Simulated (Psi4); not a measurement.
C$_{3}$H$_{9}$B, charge +1, doublet, at a GFN2-xTB geometry (a state made from the parent by changing its charge; the spin is typed, not shown lowest); B3LYP/STO-3G run with Psi4.

Here is a job for Psi4.
```
memory 2 GB

molecule {
1 2
  B    -0.05647573    0.05517160   -0.05364308
  C     1.51411882   -0.13791460   -0.22617234
  H     2.02755724   -0.85500214    0.40558796
  H     1.94104364    0.84853152   -0.03424725
  H     1.65529476   -0.43161225   -1.26820282
  C    -0.49203480   -0.76952308    1.23631151
  H    -1.34235646   -1.37537941    0.91708171
  H    -0.79808470   -0.01384345    1.96257438
  H     0.23345189   -1.41985028    1.71348884
  C    -0.97605379    0.86460885   -0.96549414
  H    -1.85392301    1.28359200   -0.46707029
  H    -1.36351003    0.23270689   -1.76988686
  H    -0.49327601    1.71197205   -1.45898050
}

set basis sto-3g
set reference uks

energy('b3lyp')
print_variables()
```

Q: Write the output that Psi4 gives for this input, abridged.

A: 
```
   => Loading Basis Set <=

    Name: STO-3G
    Role: ORBITAL
    Keyword: BASIS

         ---------------------------------------------------------
                                   SCF
               by Justin Turney, Rob Parrish, Andy Simmonett
                          and Daniel G. A. Smith
                              UKS Reference
         ---------------------------------------------------------

  ==> Geometry <==

    Molecular point group: c1
    Full point group: C1

    Geometry (in Angstrom), charge = 1, multiplicity = 2:

       Center              X                  Y                   Z               Mass
    ------------   -----------------  -----------------  -----------------  -----------------
         B           -0.055349654999     0.053844521848    -0.052671520105    11.009305360000
         C            1.515244895001    -0.139241678152    -0.225200780105    12.000000000000
         H            2.028683315001    -0.856329218152     0.406559519895     1.007825032230
         H            1.942169715001     0.847204441848    -0.033275690105     1.007825032230
         H            1.656420835001    -0.432939328152    -1.267231260105     1.007825032230
         C           -0.490908724999    -0.770850158152     1.237283069895    12.000000000000
         H           -1.341230384999    -1.376706488152     0.918053269895     1.007825032230
         H           -0.796958624999    -0.015170528152     1.963545939895     1.007825032230
         H            0.234577965001    -1.421177358152     1.714460399895     1.007825032230
         C           -0.974927714999     0.863281771848    -0.964522580105    12.000000000000
         H           -1.852796934999     1.282264921848    -0.466098730105     1.007825032230
         H           -1.362383954999     0.231379811848    -1.768915300105     1.007825032230
         H           -0.492149934999     1.710644971848    -1.458008940105     1.007825032230

  Running in c1 symmetry.

  Rotational constants: A =      0.27241  B =      0.22370  C =      0.13206 [cm^-1]
  Rotational constants: A =   8166.69101  B =   6706.27164  C =   3958.98501 [MHz]
  Nuclear repulsion =  113.205702820296082

  Charge       = 1
  Multiplicity = 2
  Electrons    = 31
  Nalpha       = 16
  Nbeta        = 15

  ==> Algorithm <==

  SCF Algorithm Type is DF.
  DIIS enabled.
  MOM disabled.
  Fractional occupation disabled.
  Guess Type is SAD.
  Energy threshold   = 1.00e-06
  Density threshold  = 1.00e-06
  Integral threshold = 1.00e-12

  ==> Primary Basis <==

  Basis Set: STO-3G
    Blend: STO-3G
    Number of shells: 21
    Number of basis functions: 29
    Number of Cartesian functions: 29
    Spherical Harmonics?: true
    Max angular momentum: 1

  ==> DFT Potential <==

   => LibXC <=

    Version 7.1.2
    S. Lehtola, C. Steigemann, M. J. T. Oliveira, and M. A. L. Marques,  SoftwareX 7, 1–5 (2018) (10.1016/j.softx.2017.11.002)

   => Composite Functional: B3LYP <=

    B3LYP Hyb-GGA Exchange-Correlation Functional

    P. J. Stephens, F. J. Devlin, C. F. Chabalowski, and M. J. Frisch,  J. Phys. Chem. 98, 11623 (1994) (10.1021/j100096a001)

    Deriv               =              1
    GGA                 =           TRUE
    Meta                =          FALSE

    Exchange Hybrid     =           TRUE
    MP2 Hybrid          =          FALSE

   => Exchange Functionals <=

    0.0800   Slater exchange
    0.7200         Becke 88

   => Exact (HF) Exchange <=

    0.2000               HF

   => Correlation Functionals <=

    0.1900   Vosko, Wilk & Nusair (VWN5_RPA)
    0.8100   Lee, Yang & Parr

   => LibXC Density Thresholds  <==

    XC_HYB_GGA_XC_B3LYP:  1.00E-15

   => Molecular Quadrature <=

    Radial Scheme          =       TREUTLER
    Pruning Scheme         =           NONE
    Nuclear Scheme         =       TREUTLER

    Blocking Scheme        =         OCTREE
    BS radius alpha        =              1
    Pruning alpha          =              1
[...]
  Reciprocal condition number of the overlap matrix is 8.2276109553E-02.
    Using symmetric orthogonalization.

  ==> Pre-Iterations <==

  SCF Guess: Superposition of Atomic Densities via on-the-fly atomic UHF (no occupation information).

   -------------------------
    Irrep   Nso     Nmo
   -------------------------
     A         29      29
   -------------------------
    Total      29      29
   -------------------------

  ==> Iterations <==

                           Total Energy        Delta E     RMS |[F,P]|

   @DF-UKS iter SAD:  -140.29786182579579   -1.40298e+02   0.00000e+00
   @DF-UKS iter   1:  -142.51701359997537   -2.21915e+00   7.78016e-03 ADIIS/DIIS
   @DF-UKS iter   2:  -142.52069979888657   -3.68620e-03   7.27920e-03 ADIIS/DIIS
   @DF-UKS iter   3:  -142.55536749897226   -3.46677e-02   1.07001e-03 ADIIS/DIIS
   @DF-UKS iter   4:  -142.55598748853916   -6.19990e-04   2.18751e-04 ADIIS/DIIS
   @DF-UKS iter   5:  -142.55602214833507   -3.46598e-05   3.20425e-05 DIIS
   @DF-UKS iter   6:  -142.55602348389289   -1.33556e-06   8.93531e-06 DIIS
   @DF-UKS iter   7:  -142.55602358465401   -1.00761e-07   2.36064e-06 DIIS
   @DF-UKS iter   8:  -142.55602358875706   -4.10304e-09   9.52419e-07 DIIS
  Energy and wave function converged.

  ==> Post-Iterations <==

   Electrons on quadrature grid:
      Nalpha   =   16.0000025614 ; deviation = 2.561e-06
      Nbeta    =   15.0000053925 ; deviation = 5.392e-06
      Ntotal   =   31.0000079539 ; deviation = 7.954e-06

   @Spin Contamination Metric:   1.756700529E-03
   @S^2 Expected:                7.500000000E-01
   @S^2 Observed:                7.517567005E-01
   @S   Expected:                5.000000000E-01
   @S   Observed:                5.000000000E-01

    Orbital Energies [Eh]
    ---------------------

    Alpha Occupied:

[...]
      16A     -0.523950

    Alpha Virtual:

[...]
      29A      0.365374

    Beta Occupied:

[...]
    Beta Virtual:

[...]
    Final Occupation by Irrep:
              A
    DOCC [    15 ]
    SOCC [     1 ]
    NA   [    16 ]
    NB   [    15 ]

  @DF-UKS Final Energy:  -142.55602358875706

   => Energetics <=

    Nuclear Repulsion Energy =            113.2057028202960822
    One-Electron Energy =                -406.8056536460472898
    Two-Electron Energy =                 169.9200198923566631
    DFT Exchange-Correlation Energy =     -18.8760926553625445
    Empirical Dispersion Energy =           0.0000000000000000
    VV10 Nonlocal Energy =                  0.0000000000000000
    Total Energy =                       -142.5560235887570855

  UHF NO Occupations:
  HONO-2 :   14  A 1.9998764
  HONO-1 :   15  A 1.9993873
  HONO-0 :   16  A 1.0000000
  LUNO+0 :   17  A 0.0006127
  LUNO+1 :   18  A 0.0001236
  LUNO+2 :   19  A 0.0000559
  LUNO+3 :   20  A 0.0000272

Computation Completed

Properties will be evaluated at   0.000000,   0.000000,   0.000000 [a0]

Properties computed using the SCF density matrix

 Multipole Moments:

 ------------------------------------------------------------------------------------
     Multipole            Electronic (a.u.)      Nuclear  (a.u.)        Total (a.u.)
 ------------------------------------------------------------------------------------

 L = 1.  Multiply by 2.5417464519 to convert [e a0] to [Debye]
 Dipole X            :          0.1235908            0.0680952            0.1916860
 Dipole Y            :         -0.0843408           -0.0802502           -0.1645910
 Dipole Z            :          0.1331103            0.0587513            0.1918616
 Magnitude           :                                                    0.3172453

 ------------------------------------------------------------------------------------

  Variable Map:
  ----------------------------------------------------------------------------
[...]
  Array Variable Map:
  ----------------------------------------------------------------------------
[...]
[...]
```
